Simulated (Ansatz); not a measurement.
CdCl2, relaxed as a singlet with RKS PBE0-D4/def2-TZVP in Ansatz, starting from the GFN1-xTB geometry. Force threshold 0.02 eV/Å.

In the def2 sets Cd takes a core potential; there is no spin–orbit coupling.

Start:

```xyz
3

Cd   -0.0014    0.0027    0.0006
Cl   -1.6516   -0.8373   -1.2494
Cl    1.6530    0.8346    1.2488
```

(1) Estimate the energy that the relaxation releases and the steps that it takes.

(2) Does the start keep its bonding and symmetry?

(3) Predict the relaxed structure.

## Answers

(1) 0.01 eV, in 3 steps; 3 s on 4 threads of Arm Neoverse V1 on a shared host. No frequencies were taken in this run, so the end may be a saddle point.

(2) By distances, no bond broke or formed. The bond that changes most is Cd1–Cl3, from 2.23 to 2.26 Å (atoms count from 1). Point group D∞h at the start, D∞h at the end, both within 0.05 Å.

(3) 
```xyz
3

Cd   -0.0004    0.0007    0.0001
Cl   -1.6746   -0.8477   -1.2662
Cl    1.6750    0.8470    1.2661
```
Bond lengths: 2 × Cd–Cl 2.26 Å.
